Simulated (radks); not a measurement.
Species: the terbium ion Tb3+. Configuration: [Xe] 4f8 (the NIST ground configuration). Method: scalar-relativistic Kohn-Sham, PBEsol, spin-polarised, spherical densities, point nucleus; open shells are filled with parallel spins first (spin-orbit coupling, left out, can overturn this in heavy ions); computed with a radial shooting solver on a logarithmic mesh with Libxc functionals.

Radial electron density D(r) = 4 pi r^2 rho(r):

```
   r/bohr * D(r) (the largest magnitude, 115, reaches the edge; | marks zero)
 0.001029 | *
 0.001188 |  *
 0.001383 |   *
 0.001597 |   *
 0.001845 |     *
  0.00213 |      *
  0.00246 |       *
 0.002841 |         *
 0.003281 |            *
  0.00382 |              *
 0.004412 |                 *
 0.005095 |                     *
 0.005884 |                        *
 0.006795 |                            *
 0.007848 |                               *
 0.009063 |                                   *
  0.01055 |                                      *
  0.01219 |                                       *
  0.01407 |                                        *
  0.01625 |                                        *
  0.01877 |                                       *
  0.02168 |                                      *
  0.02503 |                                    *
  0.02914 |                                    *
  0.03366 |                                     *
  0.03887 |                                        *
  0.04489 |                                             *
  0.05184 |                                                  *
  0.05987 |                                                     *
  0.06915 |                                                      *
   0.0805 |                                                   *
  0.09297 |                                              *
   0.1074 |                                          *
    0.124 |                                        *
   0.1432 |                                           *
   0.1654 |                                               *
    0.191 |                                                *
   0.2223 |                                           *
   0.2568 |                                  *
   0.2966 |                         *
   0.3425 |                    *
   0.3955 |                     *
   0.4568 |                       *
   0.5276 |                        *
   0.6142 |                     *
   0.7093 |               *
   0.8191 |           *
    0.946 |       *
    1.093 |      *
    1.262 |    *
    1.457 |   *
    1.696 |  *
    1.959 | *
    2.263 |*
    2.613 *
    3.018 *
    3.485 *
    4.025 *
    4.686 *
    5.411 *
```

D(r) has 4 maxima, at r = 0.0149, 0.0664, 0.185, 0.507 bohr, and minima at 0.0285, 0.121, 0.362 bohr, inside which lie 1.93, 11.12, 29.39 electrons.
